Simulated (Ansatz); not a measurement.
Abridged output of a molecular run in Ansatz:

```
Functional definition: HF
  name "HF"
  cite "Fock, Z. Phys. 61, 126 (1930) doi:10.1007/BF01340294"
  parent pbe
  exchange = exact_x
  correlation = 0
1414 factors; integrals over basis functions are off by at most 1.4e-3 eV
mean field evaluation 1: about -76328.1858 eV, gradient 3.4e1 eV
mean field evaluation 2: about -76328.4748 eV, gradient 3.4e1 eV
mean field evaluation 4: about -76331.2073 eV, gradient 4.0e0 eV
mean field evaluation 8: about -76331.2668 eV, gradient 2.7e-1 eV
mean field -76331.26720659 eV, -2805.1223306508 hartree, gradient 4.4e-6 eV, S^2 0.000000; 0 other end points of the search recorded, 0 dependent functions left out
16 core orbitals not correlated: weight in the atoms' cores, before any rotation towards them, 1.000 or more for the frozen orbitals, at most 0.000 for the correlated occupied ones
reference -76331.26720659 eV, -2805.1223306508 hartree; 18, 18 occupied and 202, 202 virtual orbitals, 1414 factors
second order -22.05489825 eV of doubles, -0.00000000 eV of singles
cycle   1  -22.41165764 eV  change   -3.6e-1 eV  update   1.0e-1
cycle   2  -22.99401544 eV  change   -5.8e-1 eV  update   2.9e-2
cycle   3  -23.09266890 eV  change   -9.9e-2 eV  update   1.4e-2
cycle   4  -23.08016966 eV  change    1.2e-2 eV  update   3.2e-3
cycle   5  -23.07992974 eV  change    2.4e-4 eV  update   1.4e-3
cycle   6  -23.08010006 eV  change   -1.7e-4 eV  update   4.1e-4
cycle   7  -23.07979361 eV  change    3.1e-4 eV  update   1.5e-4
cycle   8  -23.07980260 eV  change   -9.0e-6 eV  update   4.6e-5
cycle   9  -23.07982075 eV  change   -1.8e-5 eV  update   1.7e-5
perturbative correction -0.83935442 eV, -0.0308457061 hartree
Total energy: -76355.18638176 eV, -2806.0013441253 hartree
```

Its atoms:

```xyz
10

C     1.049    0.561   -1.213
O     0.583    0.455    0.115
Si   -0.492   -0.692    0.580
Se   -1.198   -0.275    2.687
H     1.714   -0.271   -1.469
H     0.222    0.582   -1.931
H     1.610    1.493   -1.301
H    -1.631   -0.703   -0.376
H     0.130   -2.041    0.640
H    -1.987    0.891    2.268
```

(1) Which basis set was used?
A. def2-TZVPP
B. def2-SVP
C. def2-QZVPP
D. cc-pV(Q+d)Z

(2) Write the keys of the input that set method, charge and spin (a neutral closed shell needs none for the last two).

## Answers

(1) A. It gives 236 functions.

(2) 
```yaml
correlation: {method: ccsd_t}
```
